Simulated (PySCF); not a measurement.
**Correlation energy of Zn⁺ (zinc, charge +1)**

[Ar] 3d10 4s1, 2S determinant. All numbers are calculated (PySCF 2.14, no relativity, point nucleus, in def2-SVP). Frozen: [Ar]; 11 electrons correlated.

MP2 pair energies summed by pair of shells (mhartree):

```tsv
pair	energy	share (%)
3d-3d	-250.61	96.9
3d-4s	-8.07	3.1
```

Total MP2 correlation energy: -258.68 mhartree.

Same-spin part -99.33 and opposite-spin part -159.36 mhartree; SCS-MP2 scales them by 1/3 and 6/5 to -224.34 mhartree.

```csv
level,correlation energy (mhartree)
CCSD,-239.12
(T),-6.13
CCSD(T),-245.25
```

Diagnostics: T1 = 0.0065, D1 = 0.0101, largest double amplitude 0.029.

Q: Is a single reference adequate?

A: Yes: T1 lies below 0.03 and no double amplitude reaches 0.07.
